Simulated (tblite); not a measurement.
Compound: C₆H₆F₃P.
Cartesian coordinates in Å at the GFN2-xTB level; atoms count from 1:
```xyz
16
C6H6F3P angstrom
C      3.2135   -1.1142   -0.5728
C      2.2424   -0.7561    0.0389
P      0.8929   -0.2856    1.0694
C     -0.4812   -1.0246    0.0360
C     -1.8065   -0.5004    0.4827
C     -2.5662    0.2899   -0.2533
C      0.7852    1.4622    0.3369
F      0.6039    1.4998   -0.9924
F      1.9078    2.1491    0.5921
F     -0.2263    2.1546    0.8817
H      4.0444   -1.4103   -1.1445
H     -0.2992   -0.8115   -1.0212
H     -0.4191   -2.1053    0.1995
H     -2.1169   -0.7989    1.4755
H     -2.2680    0.6051   -1.2401
H     -3.5143    0.6552    0.1001
```

Computed values, GFN2-xTB/tblite, gas phase, harmonic and unscaled. Against measured fundamentals such values can be off by several per cent, at times by over 20. One conformer, not necessarily the lowest.

Harmonic wavenumbers (cm⁻¹): 38.7, 61.6, 72.9, 87.6, 105.0, 178.4, 206.5, 236.8, 287.1, 320.1, 343.9, 416.1, 422.9, 470.5, 479.2, 590.1, 651.7, 661.1, 672.3, 699.0, 753.5, 842.0, 901.7, 948.1, 1013.9, 1043.9, 1048.4, 1054.7, 1082.9, 1157.4, 1184.8, 1285.5, 1402.5, 1427.0, 1707.2, 2197.0, 2937.4, 2950.9, 3059.1, 3102.7, 3137.5, 3370.2.

A = 1501, B = 1028, C = 754.1 MHz; mass 166.016 u (most abundant isotopes); point group C1, symmetry number 1.

What is the zero-point energy?

Half the sum of the wavenumbers: 22305 cm⁻¹ = 63.77 kcal/mol.

What is S at 273.15 K and 1 bar for an ideal gas of classical rigid rotors and harmonic oscillators?

Translation 40.82, rotation 29.74, vibration 34.45: S = 105.0 cal/(mol K).

And Cp and H(273.15 K) − H(0)?

Cp = 40.64 cal/(mol K), of which vibrations give 32.69 (their classical limit is 42 R = 83.5); H(273.15 K) − H(0) = 6.97 kcal/mol without the zero-point energy, 4.80 from vibrations.

What must be added to the electronic energy to get the Gibbs energy at 273.15 K and 1 bar?

ZPE + [H(273.15 K) − H(0)] − T·S = 63.77 + 6.97 − 28.68 = 42.06 kcal/mol.

How do the functions run with temperature in this model?

```tsv
T (K)	S (cal/(mol K))	Cp (cal/(mol K))	H − H(0) (kcal/mol)	G − H(0) (kcal/mol)	ln q(vib)
150	84.8	27.7	2.74	-9.98	4.36
250	101.5	38.4	6.06	-19.32	7.73
298.15	108.7	43.0	8.02	-24.38	9.29
400	122.5	51.3	12.84	-36.17	12.47
600	145.6	62.4	24.29	-63.06	18.23
900	172.9	72.1	44.60	-111.01	25.79
```

q(vib) and H(0) count from the zero-point level.

Hindered rotation and anharmonicity are outside this model. Other conformers, if any are populated, would add a mixing term that is left out. The structure is chiral; the term R ln 2 for an equal mix with its mirror image is left out.
